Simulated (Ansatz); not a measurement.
A nudged elastic band was laid between two geometries of CH5Ga (7 atoms, charge 0, multiplicity 1).

Computed with RKS BHLYP-D4/def2-SVP in Ansatz.

```
movable images  : 9
climbing image  : yes
spring          : 5.0 eV/Å²
optimiser       : quadratic models (default)
start path      : through a guess of the saddle point
force threshold : 0.05 eV/Å
iteration limit : 60
end points      : relaxed
```

Image 0:

```xyz
7
Properties=species:S:1:pos:R:3
Ga 0.565 0.041 -0.001
C 1.096 -0.039 1.894
H 0.250 -0.197 2.565
H 1.818 -0.848 2.046
H 1.600 0.890 2.180
H 1.660 0.266 -1.104
H -0.932 -0.114 -0.443
```

Image 10:

```xyz
7
Properties=species:S:1:pos:R:3
Ga -0.468 0.765 -0.986
C 1.610 -0.128 1.629
H 0.621 -0.555 1.442
H 2.061 -0.647 2.476
H 1.515 0.935 1.865
H 2.248 -0.249 0.751
H -1.529 -0.121 -0.040
```

(1) What changes between the two ends?

(2) What energy profile does the band end with?

(3) What is the geometry of the highest image?

The band took 16 iterations and of the order of 3 core-minutes.

Answers

(1) Bonds broken: Ga1–C2, Ga1–H6. Bonds formed: C2–H6. CH5Ga becomes CH4 + GaH.

(2) The run converged. The highest image is number 4 of 0 to 10, 296.7 kJ/mol above the first end and 258.8 kJ/mol above the last; the last end lies 37.9 kJ/mol above the first. Neighbouring images differ by up to 2.0 eV, so the band resolves the path poorly. A vibrational analysis at the climbing image gives one clearly imaginary mode, 1367i cm⁻¹: a first-order saddle point. The orbitals stay closed-shell, which can raise the energy where a bond breaks towards radicals; this wasn't checked here.

| image | path coordinate (Å) | energy (kJ/mol) | Ga1–C2 (Å) | Ga1–H6 (Å) | C2–H6 (Å) |
| --- | --- | --- | --- | --- | --- |
| 0 | 0.00 | 0.0 | 1.97 | 1.57 | 3.07 |
| 1 | 0.69 | 0.0 | 1.97 | 1.57 | 3.08 |
| 2 | 1.39 | 3.6 | 1.96 | 1.56 | 2.96 |
| 3 | 2.08 | 108.2 | 1.98 | 1.51 | 2.37 |
| 4 | 2.77 | 296.7 | 2.32 | 1.54 | 1.77 |
| 5 | 3.25 | 165.2 | 2.51 | 1.76 | 1.30 |
| 6 | 3.73 | 51.7 | 2.94 | 2.17 | 1.10 |
| 7 | 4.20 | 39.4 | 3.37 | 2.68 | 1.09 |
| 8 | 4.68 | 38.7 | 3.51 | 3.01 | 1.09 |
| 9 | 5.16 | 38.4 | 3.50 | 3.16 | 1.09 |
| 10 | 5.64 | 37.9 | 3.46 | 3.38 | 1.09 |

(3) 
```xyz
7
Properties=species:S:1:pos:R:3:forces:R:3
Ga 0.386 -0.055 -0.515 0.00 0.00 0.00
C 1.186 -0.020 1.661 0.00 0.01 0.01
H 0.462 -0.651 2.184 0.00 0.00 0.00
H 2.199 -0.341 1.907 0.00 0.00 0.00
H 1.055 1.030 1.937 0.00 0.00 0.00
H 1.765 -0.459 0.048 0.00 0.00 0.00
H -0.997 0.496 -0.084 0.00 0.00 0.00
```

Time of the run: 3.1 min on 1 thread of Intel(R) Xeon(R) 6975P-C (Granite Rapids), on a shared host, peak memory 0.15 GiB.
